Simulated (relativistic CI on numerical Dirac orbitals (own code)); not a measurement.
## Forbidden lines of Ru²²⁺

These numbers are calculated, not measured: Dirac-Coulomb-Breit CI, KLI orbitals optimised for each configuration, a model potential for QED, unscaled Slater integrals (own radial code, finite nucleus).

Configurations in the expansion (outside the closed core [Ne]): 3s2 3p6 3d4, 3s2 3p5 3d5, 3s 3p6 3d5, 3s2 3p6 3d3 4s, 3s2 3p6 3d3 4p, 3s2 3p6 3d3 4d, 3s2 3p6 3d3 4f, 3s2 3p5 3d4 4s, 3s2 3p6 3d2 4s 4p, 3s2 3p6 3d3 5s, 3s 3p6 3d4 4s, 3p6 3d6, 3p5 3d7, 3s2 3p6 3d2 4s2, 3s2 3p6 3d 4s2 4p, 3s2 3p6 3d 4s2 4d, 3s2 3p6 3d 4s2 4f, 3s2 3p6 3d2 4p2, 3s2 3p6 3d 4s 4p2, 3s2 3p6 3d 4p3, 3s2 3p6 3d 4p2 4d, 3s2 3p6 3d 4p2 4f. Double excitations out of closed p, d and f shells are left out; levels of such configurations are missing from the list, as are those of other unlisted configurations, and high levels can miss mixing partners. These lack a partner that the ground configuration has and come out too high: 3s2 3p5 3d4 4s.

```
λ vac (nm)                  Lower                  Upper  Type   A (s⁻¹)  E lower (cm⁻¹)  E upper (cm⁻¹)
    56.429   3s2 3p6 3d4 5D_0 [1]  3s2 3p6 3d4 3D_1 [21]    M1  5.62e+02             0.0        177215.2
    61.454   3s2 3p6 3d4 5D_1 [2]  3s2 3p6 3d4 3D_1 [21]    M1  3.75e+02         14491.4        177215.2
    64.207   3s2 3p6 3d4 5D_1 [2]  3s2 3p6 3d4 3P_2 [19]    M1  2.99e+02         14491.4        170237.6
    67.288   3s2 3p6 3d4 5D_2 [3]  3s2 3p6 3d4 3D_1 [21]    M1  4.98e+02         28600.5        177215.2
    76.676   3s2 3p6 3d4 5D_2 [3]  3s2 3p6 3d4 3D_3 [17]    M1  9.79e+02         28600.5        159020.0
    77.200   3s2 3p6 3d4 5D_3 [4]  3s2 3p6 3d4 3P_2 [19]    M1  3.20e+03         40703.8        170237.6
    78.119   3s2 3p6 3d4 5D_1 [2]  3s2 3p6 3d4 3P_2 [15]    M1  2.21e+02         14491.4        142501.5
    84.519   3s2 3p6 3d4 5D_3 [4]  3s2 3p6 3d4 3D_3 [17]    M1  5.92e+02         40703.8        159020.0
    91.587   3s2 3p6 3d4 5D_3 [4]  3s2 3p6 3d4 3F_3 [16]    M1  4.61e+02         40703.8        149889.1
    91.837   3s2 3p6 3d4 5D_4 [5]  3s2 3p6 3d4 3D_3 [17]    M1  7.54e+02         50131.7        159020.0
    97.713   3s2 3p6 3d4 5D_1 [2]  3s2 3p6 3d4 3F_2 [11]    M1  1.09e+03         14491.4        116831.8
    98.234   3s2 3p6 3d4 5D_3 [4]  3s2 3p6 3d4 3P_2 [15]    M1  5.00e+02         40703.8        142501.5
    98.648   3s2 3p6 3d4 5D_3 [4]  3s2 3p6 3d4 1G_4 [14]    M1  5.34e+02         40703.8        142074.1
    100.24   3s2 3p6 3d4 5D_4 [5]  3s2 3p6 3d4 3F_3 [16]    M1  6.56e+02         50131.7        149889.1
    107.48   3s2 3p6 3d4 5D_3 [4]  3s2 3p6 3d4 3G_4 [13]    M1  1.85e+02         40703.8        133746.2
    108.11   3s2 3p6 3d4 3P_0 [6]  3s2 3p6 3d4 3D_1 [21]    M1  1.55e+03         84717.6        177215.2
    108.76   3s2 3p6 3d4 5D_4 [5]  3s2 3p6 3d4 1G_4 [14]    M1  7.40e+02         50131.7        142074.1
    113.34   3s2 3p6 3d4 5D_2 [3]  3s2 3p6 3d4 3F_2 [11]    M1  1.07e+03         28600.5        116831.8
    114.79   3s2 3p6 3d4 5D_2 [3]  3s2 3p6 3d4 3P_1 [10]    M1  3.79e+03         28600.5        115713.7
    119.60   3s2 3p6 3d4 5D_4 [5]  3s2 3p6 3d4 3G_4 [13]    M1  6.04e+02         50131.7        133746.2
    120.21   3s2 3p6 3d4 5D_2 [3]   3s2 3p6 3d4 3G_3 [8]    M1  5.48e+02         28600.5        111789.9
    140.67   3s2 3p6 3d4 5D_3 [4]   3s2 3p6 3d4 3G_3 [8]    M1  1.01e+03         40703.8        111789.9
    142.40   3s2 3p6 3d4 5D_1 [2]   3s2 3p6 3d4 3P_0 [6]    M1  5.87e+03         14491.4         84717.6
    155.23  3s2 3p6 3d4 3G_4 [13]  3s2 3p6 3d4 1G_4 [22]    M1  1.02e+03        133746.2        198165.9
    159.07   3s2 3p6 3d4 5D_4 [5]   3s2 3p6 3d4 3H_5 [9]    M1  1.11e+02         50131.7        112999.0
    162.60  3s2 3p6 3d4 3P_1 [10]  3s2 3p6 3d4 3D_1 [21]    M1  9.73e+02        115713.7        177215.2
    164.99   3s2 3p6 3d4 3H_5 [9]  3s2 3p6 3d4 1I_6 [20]    M1  8.16e+02        112999.0        173606.9
    165.61  3s2 3p6 3d4 3F_2 [11]  3s2 3p6 3d4 3D_1 [21]    M1  5.95e+02        116831.8        177215.2
    178.28  3s2 3p6 3d4 1G_4 [14]  3s2 3p6 3d4 1G_4 [22]    M1  9.59e+02        142074.1        198165.9
    187.25  3s2 3p6 3d4 3F_2 [11]  3s2 3p6 3d4 3P_2 [19]    M1  3.95e+02        116831.8        170237.6
    193.17  3s2 3p6 3d4 3H_6 [12]  3s2 3p6 3d4 1I_6 [20]    M1  7.17e+02        121839.3        173606.9
    194.32   3s2 3p6 3d4 5D_3 [4]   3s2 3p6 3d4 3H_4 [7]    M1  1.48e+02         40703.8         92164.6
    199.90   3s2 3p6 3d4 3H_5 [9]  3s2 3p6 3d4 3G_5 [18]    M1  4.68e+02        112999.0        163023.6
    200.36   3s2 3p6 3d4 3H_4 [7]  3s2 3p6 3d4 1G_4 [14]    M1  4.78e+02         92164.6        142074.1
    211.73   3s2 3p6 3d4 3G_3 [8]  3s2 3p6 3d4 3D_3 [17]    M1  5.55e+02        111789.9        159020.0
    237.03  3s2 3p6 3d4 3F_2 [11]  3s2 3p6 3d4 3D_3 [17]    M1  3.39e+02        116831.8        159020.0
    237.91   3s2 3p6 3d4 5D_4 [5]   3s2 3p6 3d4 3H_4 [7]    M1  5.26e+02         50131.7         92164.6
    240.49   3s2 3p6 3d4 3H_4 [7]  3s2 3p6 3d4 3G_4 [13]    M1  8.82e+02         92164.6        133746.2
    242.81  3s2 3p6 3d4 3H_6 [12]  3s2 3p6 3d4 3G_5 [18]    M1  3.10e+02        121839.3        163023.6
    262.47   3s2 3p6 3d4 3G_3 [8]  3s2 3p6 3d4 3F_3 [16]    M1  2.55e+02        111789.9        149889.1
    302.50  3s2 3p6 3d4 3F_2 [11]  3s2 3p6 3d4 3F_3 [16]    M1  3.51e+02        116831.8        149889.1
    322.62   3s2 3p6 3d4 3P_0 [6]  3s2 3p6 3d4 3P_1 [10]    M1  4.96e+02         84717.6        115713.7
    341.56  3s2 3p6 3d4 3G_4 [13]  3s2 3p6 3d4 3G_5 [18]    M1  3.73e+02        133746.2        163023.6
    455.45   3s2 3p6 3d4 3G_3 [8]  3s2 3p6 3d4 3G_4 [13]    M1  1.74e+02        111789.9        133746.2
    479.98   3s2 3p6 3d4 3H_4 [7]   3s2 3p6 3d4 3H_5 [9]    M1  1.69e+02         92164.6        112999.0
```

Terms are leading LS components. Brackets give the number of a level in order of energy, since labels repeat. The list gives strong lines, with weight on those to low levels, among the lowest 200 of 2378 levels, so that lines to higher ones, which can be the strongest, are missing. Levels whose partners in the same complex of configurations lie outside the list can be far off, and so can their lines. Rates are taken at the computed energies, electric ones in the length gauge.

At this charge energies of transitions that change n are usually good to better than 1 %, and those within a shell (Δn = 0) to a few per cent. Terms inside the open d or f shell come out 10 to 20 % too wide with unscaled integrals.

LS names give the leading component of a level, which can be under half, so a name can repeat, a term be missing and a line seem to break the LS rules.
